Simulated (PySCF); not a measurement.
RbBe⁺: from constants to spectrum

RHF-CCSD(T) constants of RbBe⁺, ¹Σ⁺ (singlet), closed shell (basis Rb def2-SVP with ECP28, Be def2-SVP; scalar-relativistic core potentials; PySCF 2.14; masses 84.9118 and 9.0122 u):

* ωe: 92.7 cm⁻¹
* ωexe: 2.67 cm⁻¹
* Be: 0.13557 cm⁻¹
* αe: 0.00386 cm⁻¹
* D (centrifugal): 1.16e-06 cm⁻¹
* De to Rb⁺ + Be: 0.113 eV

(1) Estimate the standard entropy (1 bar) and heat capacity of the ideal gas at 1000 K, rigid rotor with B0 and harmonic oscillator at the fundamental.

Correlated steps freeze no core orbitals. The bond is weak. Basis-set superposition, not corrected here, can be much of De in a small basis, most of all at correlated wavefunction levels. For an ion De counts to the pair picked by the measured ionisation energies or electron affinities, which need not be the lowest pair at this level.

Results:

(1) Translation (Sackur–Tetrode, M = 93.92 u): 190.7 J/(mol K). Rotation: q = kT/(σB0) = 5200 with σ = 1, 79.5. Vibration: x = hcν0/kT = 0.126, 25.56. S° = 295.7 J/(mol K); Cp = 7R/2 + 8.30 = 37.4 J/(mol K).
